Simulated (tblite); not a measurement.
Record of a relaxation.

Species: C₂H₇ClGeN₂.
Atom-mapped SMILES: `[H]/[N:1]=[CH:2]\[CH2:3][Ge@H:4]([NH2:5])[Cl:6]` (hydrogens: H7 on N1; H8 on C2; H9, H10 on C3; H11 on Ge4; H12, H13 on N5)

Computed with GFN2-xTB (tblite), gas phase: L-BFGS steps from a force-field or distance-geometry start until the largest atomic force falls under 0.01 eV/Å. 12 of its 112 geometries are shown.

Step 0: E = -548.9101 eV, largest atomic force 2.354 eV/Å
```
atom  x, y, z in Å  |  force x, y, z in eV/Å
N1      2.141    0.458    0.935   -0.531  -1.135  -0.159
C2      1.499   -0.450    0.302    1.413   0.989   1.380
C3      0.676   -0.260   -0.877    1.000  -0.294  -2.111
Ge4    -1.240   -0.172   -0.511   -1.293   0.202  -0.003
N5     -1.659    0.476    1.165   -0.076   0.314  -0.476
Cl6    -2.198   -2.078   -0.882    0.363   0.586   0.290
H7      2.082    1.430    0.618   -0.208  -0.383  -0.284
H8      1.607   -1.463    0.705   -0.073   0.293  -0.066
H9      0.851   -1.070   -1.644   -0.169   0.528   0.812
H10     1.012    0.673   -1.385   -0.456  -0.295   0.296
H11    -1.837    0.825   -1.548   -0.015  -0.236   0.332
H12    -1.100    0.134    1.952   -0.340   0.545  -0.431
H13    -1.836    1.498    1.153    0.386  -1.115   0.422
```

Step 10: E = -549.1827 eV, largest atomic force 0.189 eV/Å
```
atom  x, y, z in Å  |  force x, y, z in eV/Å
N1      2.126    0.437    0.980   -0.020  -0.053   0.031
C2      1.532   -0.449    0.315    0.081   0.092   0.005
C3      0.746   -0.257   -0.926   -0.152  -0.004   0.023
Ge4    -1.241   -0.124   -0.543   -0.146  -0.033  -0.047
N5     -1.700    0.460    1.115    0.073   0.003  -0.035
Cl6    -2.145   -2.011   -0.789    0.076   0.017   0.087
H7      2.061    1.377    0.584   -0.003  -0.017   0.023
H8      1.593   -1.464    0.705   -0.056   0.082  -0.036
H9      0.896   -1.083   -1.611    0.024  -0.074  -0.112
H10     0.990    0.684   -1.421    0.189  -0.001   0.000
H11    -1.913    0.833   -1.518   -0.004   0.003   0.013
H12    -1.132    0.139    1.888   -0.054  -0.033  -0.005
H13    -1.819    1.459    1.203   -0.007   0.018   0.053
```

Step 20: E = -549.2040 eV, largest atomic force 0.078 eV/Å
```
atom  x, y, z in Å  |  force x, y, z in eV/Å
N1      2.103    0.428    0.988   -0.019  -0.008   0.059
C2      1.512   -0.445    0.306    0.042   0.017  -0.025
C3      0.758   -0.245   -0.957   -0.073   0.002  -0.026
Ge4    -1.240   -0.094   -0.569    0.035  -0.022   0.008
N5     -1.682    0.478    1.088   -0.014   0.021   0.049
Cl6    -2.082   -2.022   -0.691    0.062   0.037  -0.004
H7      2.062    1.375    0.604   -0.008  -0.057  -0.010
H8      1.547   -1.461    0.695   -0.040   0.052  -0.013
H9      0.898   -1.089   -1.630   -0.002   0.037  -0.006
H10     1.074    0.676   -1.450   -0.028  -0.034  -0.002
H11    -1.964    0.845   -1.522    0.018  -0.041  -0.015
H12    -1.178    0.090    1.871    0.000  -0.049   0.021
H13    -1.812    1.465    1.249    0.027   0.045  -0.034
```

Step 30: E = -549.2134 eV, largest atomic force 0.056 eV/Å
```
atom  x, y, z in Å  |  force x, y, z in eV/Å
N1      2.068    0.413    1.005   -0.010  -0.002   0.023
C2      1.483   -0.442    0.294    0.049  -0.010  -0.025
C3      0.756   -0.225   -0.982    0.023   0.009  -0.001
Ge4    -1.225   -0.080   -0.559   -0.006  -0.044  -0.014
N5     -1.686    0.501    1.093    0.006   0.025   0.003
Cl6    -1.980   -2.038   -0.640   -0.029  -0.044   0.011
H7      2.063    1.361    0.623    0.002  -0.025  -0.011
H8      1.472   -1.459    0.679    0.001   0.018   0.003
H9      0.887   -1.071   -1.656   -0.006   0.025   0.015
H10     1.087    0.686   -1.480   -0.010   0.022   0.040
H11    -1.966    0.802   -1.544   -0.039   0.024  -0.006
H12    -1.232    0.059    1.881   -0.009  -0.031  -0.005
H13    -1.731    1.493    1.268    0.028   0.033  -0.034
```

Step 40: E = -549.2241 eV, largest atomic force 0.081 eV/Å
```
atom  x, y, z in Å  |  force x, y, z in eV/Å
N1      2.057    0.385    1.022   -0.018  -0.003  -0.035
C2      1.460   -0.447    0.294    0.050  -0.025  -0.059
C3      0.747   -0.191   -0.982    0.022  -0.005  -0.003
Ge4    -1.239   -0.116   -0.564   -0.006  -0.014  -0.007
N5     -1.682    0.544    1.063    0.003   0.017   0.041
Cl6    -1.931   -2.102   -0.572   -0.023   0.057   0.024
H7      2.073    1.332    0.639    0.019   0.025   0.043
H8      1.426   -1.470    0.662   -0.004   0.003   0.002
H9      0.908   -0.999   -1.694    0.010   0.012   0.017
H10     1.058    0.754   -1.430   -0.003  -0.003   0.029
H11    -2.015    0.742   -1.543   -0.026  -0.028  -0.071
H12    -1.335    0.036    1.866   -0.019   0.015   0.015
H13    -1.532    1.531    1.220   -0.005  -0.050   0.004
```

Step 50: E = -549.2294 eV, largest atomic force 0.081 eV/Å
```
atom  x, y, z in Å  |  force x, y, z in eV/Å
N1      2.063    0.365    1.029   -0.035  -0.008  -0.033
C2      1.461   -0.449    0.285    0.025  -0.027  -0.049
C3      0.747   -0.170   -0.987    0.005   0.012   0.053
Ge4    -1.244   -0.126   -0.568   -0.025   0.006   0.031
N5     -1.682    0.571    1.052   -0.002  -0.069  -0.026
Cl6    -1.935   -2.108   -0.511   -0.004   0.002   0.016
H7      2.087    1.321    0.672    0.016   0.018   0.012
H8      1.416   -1.476    0.640    0.010  -0.022  -0.011
H9      0.921   -0.954   -1.722    0.003   0.024   0.034
H10     1.044    0.793   -1.401   -0.001  -0.001  -0.013
H11    -2.045    0.669   -1.588    0.029  -0.014   0.010
H12    -1.408    0.033    1.865   -0.017  -0.001  -0.042
H13    -1.430    1.533    1.215   -0.003   0.079   0.019
```

Step 61: E = -549.2326 eV, largest atomic force 0.047 eV/Å
```
atom  x, y, z in Å  |  force x, y, z in eV/Å
N1      2.080    0.346    1.027   -0.010   0.006   0.019
C2      1.476   -0.456    0.273    0.026  -0.017  -0.008
C3      0.746   -0.159   -0.982   -0.042   0.012  -0.014
Ge4    -1.245   -0.131   -0.562   -0.001   0.039  -0.024
N5     -1.696    0.594    1.039    0.000  -0.021   0.008
Cl6    -1.941   -2.106   -0.452    0.003  -0.026   0.002
H7      2.092    1.312    0.697    0.005  -0.005  -0.007
H8      1.444   -1.492    0.600    0.026  -0.033   0.020
H9      0.921   -0.932   -1.728   -0.003   0.031  -0.004
H10     1.028    0.814   -1.385    0.014  -0.010  -0.013
H11    -2.031    0.634   -1.615    0.007  -0.006   0.013
H12    -1.460    0.031    1.846   -0.020   0.025   0.023
H13    -1.417    1.546    1.225   -0.005   0.005  -0.014
```

Step 71: E = -549.2360 eV, largest atomic force 0.049 eV/Å
```
atom  x, y, z in Å  |  force x, y, z in eV/Å
N1      2.103    0.303    1.022    0.021   0.024   0.023
C2      1.504   -0.483    0.247    0.046  -0.001   0.018
C3      0.745   -0.143   -0.979   -0.022  -0.014  -0.001
Ge4    -1.243   -0.138   -0.543    0.014   0.024  -0.032
N5     -1.731    0.632    1.025    0.025  -0.020   0.026
Cl6    -1.907   -2.121   -0.374   -0.006  -0.019  -0.013
H7      2.086    1.282    0.728   -0.005   0.011   0.013
H8      1.516   -1.531    0.535   -0.033  -0.022  -0.028
H9      0.910   -0.883   -1.759   -0.004   0.021  -0.009
H10     1.018    0.847   -1.350   -0.006  -0.031   0.003
H11    -2.019    0.590   -1.632   -0.011  -0.026   0.024
H12    -1.581    0.076    1.857   -0.006   0.037  -0.032
H13    -1.404    1.569    1.206   -0.013   0.016   0.010
```

Step 81: E = -549.2374 eV, largest atomic force 0.024 eV/Å
```
atom  x, y, z in Å  |  force x, y, z in eV/Å
N1      2.117    0.282    1.023   -0.011  -0.002   0.008
C2      1.521   -0.494    0.236    0.004   0.005   0.005
C3      0.746   -0.137   -0.977   -0.011   0.005  -0.004
Ge4    -1.239   -0.142   -0.536    0.000   0.012  -0.021
N5     -1.736    0.653    1.017   -0.004  -0.007   0.011
Cl6    -1.888   -2.129   -0.351   -0.002  -0.006   0.008
H7      2.082    1.267    0.753    0.007  -0.006   0.003
H8      1.540   -1.549    0.499   -0.001   0.000  -0.011
H9      0.910   -0.861   -1.773   -0.009   0.001   0.003
H10     1.011    0.858   -1.336    0.006   0.005   0.005
H11    -2.032    0.558   -1.631    0.009  -0.012   0.007
H12    -1.628    0.105    1.859    0.015   0.011  -0.005
H13    -1.409    1.590    1.199   -0.003  -0.006  -0.010
```

Step 91: E = -549.2390 eV, largest atomic force 0.059 eV/Å
```
atom  x, y, z in Å  |  force x, y, z in eV/Å
N1      2.120    0.238    1.038    0.000  -0.010  -0.012
C2      1.524   -0.509    0.222    0.009  -0.001   0.007
C3      0.741   -0.118   -0.974   -0.001   0.002  -0.006
Ge4    -1.243   -0.152   -0.531   -0.005   0.025  -0.053
N5     -1.746    0.674    1.002    0.000  -0.007   0.029
Cl6    -1.844   -2.148   -0.302   -0.013  -0.006   0.011
H7      2.084    1.234    0.813   -0.026  -0.023  -0.010
H8      1.556   -1.574    0.438   -0.008   0.008   0.019
H9      0.901   -0.821   -1.788    0.009   0.011  -0.020
H10     0.999    0.888   -1.308    0.006   0.014   0.003
H11    -2.056    0.513   -1.636    0.032  -0.034   0.022
H12    -1.615    0.155    1.860    0.010   0.008   0.001
H13    -1.426    1.620    1.149   -0.013   0.012   0.009
```

Step 101: E = -549.2426 eV, largest atomic force 0.038 eV/Å
```
atom  x, y, z in Å  |  force x, y, z in eV/Å
N1      2.123    0.164    1.052   -0.026  -0.011  -0.014
C2      1.541   -0.546    0.195    0.013   0.006  -0.001
C3      0.744   -0.097   -0.974    0.007   0.004   0.020
Ge4    -1.237   -0.159   -0.519   -0.012   0.015  -0.017
N5     -1.763    0.697    0.992    0.020   0.001   0.018
Cl6    -1.798   -2.158   -0.220    0.007  -0.001   0.008
H7      2.056    1.170    0.889   -0.006   0.013  -0.008
H8      1.602   -1.620    0.347   -0.023  -0.021  -0.002
H9      0.899   -0.753   -1.828    0.011   0.002  -0.003
H10     0.998    0.926   -1.253   -0.007   0.012  -0.001
H11    -2.068    0.447   -1.642    0.022  -0.009   0.017
H12    -1.537    0.245    1.868   -0.002   0.030  -0.020
H13    -1.563    1.683    1.074   -0.003  -0.038   0.002
```

Step 111: E = -549.2443 eV, largest atomic force 0.007 eV/Å
```
atom  x, y, z in Å  |  force x, y, z in eV/Å
N1      2.099    0.111    1.069   -0.001  -0.002   0.000
C2      1.529   -0.568    0.178   -0.002   0.000   0.002
C3      0.743   -0.074   -0.979    0.000   0.000   0.001
Ge4    -1.233   -0.169   -0.516   -0.002  -0.001  -0.001
N5     -1.753    0.713    0.980    0.001   0.000  -0.001
Cl6    -1.738   -2.172   -0.153   -0.001   0.000   0.000
H7      2.035    1.122    0.937   -0.001   0.003   0.000
H8      1.580   -1.647    0.294    0.001  -0.001  -0.003
H9      0.909   -0.691   -1.859    0.002  -0.002  -0.002
H10     0.991    0.963   -1.211    0.001   0.002  -0.002
H11    -2.088    0.390   -1.641    0.002   0.000   0.001
H12    -1.474    0.310    1.864    0.000  -0.003   0.006
H13    -1.605    1.711    1.019    0.000   0.003  -0.002
```

Q: Summarise the path.

A: The energy falls by 32.25 kJ/mol from step 0 to step 111; nine tenths of that is first reached at step 27. It falls at every step. The largest force goes from 2.354 to 0.007 eV/Å. Among the bonds C3–Ge4 changes most, from 1.952 to 2.032 Å; the atoms move by 0.424 Å rms after alignment.

Q: Follow the three bonds and two angles with the largest change from start to end.

A: 
| step | E above end (kJ/mol) | largest force (eV/Å) | C3–Ge4 (Å) | Ge4–Cl6 (Å) | C3–H9 (Å) | H12–N5–H13 (°) | N5–Ge4–Cl6 (°) |
| --- | --- | --- | --- | --- | --- | --- | --- |
| 0 | 32.25 | 2.354 | 1.952 | 2.166 | 1.130 | 115.5 | 111.4 |
| 5 | 8.85 | 0.380 | 2.033 | 2.100 | 1.093 | 107.8 | 110.5 |
| 10 | 5.94 | 0.189 | 2.028 | 2.107 | 1.084 | 108.3 | 106.6 |
| 14 | 4.75 | 0.138 | 2.038 | 2.094 | 1.091 | 109.4 | 105.4 |
| 19 | 3.98 | 0.083 | 2.039 | 2.108 | 1.088 | 108.4 | 104.2 |
| 24 | 3.43 | 0.085 | 2.034 | 2.101 | 1.089 | 109.7 | 104.1 |
| 29 | 3.03 | 0.092 | 2.032 | 2.102 | 1.088 | 108.6 | 104.0 |
| 34 | 2.72 | 0.074 | 2.038 | 2.101 | 1.088 | 108.4 | 104.7 |
| 39 | 2.04 | 0.114 | 2.034 | 2.108 | 1.089 | 108.5 | 105.5 |
| 43 | 1.82 | 0.066 | 2.031 | 2.098 | 1.087 | 108.4 | 105.3 |
| 48 | 1.54 | 0.057 | 2.034 | 2.099 | 1.089 | 108.3 | 105.0 |
| 53 | 1.32 | 0.034 | 2.038 | 2.099 | 1.088 | 108.0 | 104.9 |
| 58 | 1.20 | 0.041 | 2.032 | 2.100 | 1.088 | 108.2 | 104.5 |
| 63 | 1.04 | 0.061 | 2.034 | 2.097 | 1.088 | 108.4 | 104.1 |
| 68 | 0.92 | 0.052 | 2.030 | 2.101 | 1.088 | 108.1 | 104.3 |
| 72 | 0.76 | 0.054 | 2.035 | 2.096 | 1.088 | 108.5 | 104.2 |
| 77 | 0.69 | 0.018 | 2.033 | 2.100 | 1.088 | 108.4 | 104.5 |
| 82 | 0.66 | 0.019 | 2.034 | 2.099 | 1.088 | 108.6 | 104.8 |
| 87 | 0.60 | 0.053 | 2.033 | 2.100 | 1.088 | 108.5 | 104.8 |
| 92 | 0.48 | 0.071 | 2.032 | 2.098 | 1.088 | 108.5 | 105.2 |
| 97 | 0.30 | 0.070 | 2.034 | 2.098 | 1.089 | 108.5 | 104.7 |
| 101 | 0.16 | 0.038 | 2.033 | 2.098 | 1.088 | 108.8 | 104.7 |
| 106 | 0.03 | 0.033 | 2.033 | 2.098 | 1.089 | 108.6 | 104.6 |
| 111 | 0.00 | 0.007 | 2.032 | 2.097 | 1.088 | 108.7 | 104.6 |

What follows is the cost of the whole relaxation. Hardware: one thread, Arm Neoverse V2 (aarch64), shared host. Cost: 0.59 s wall.
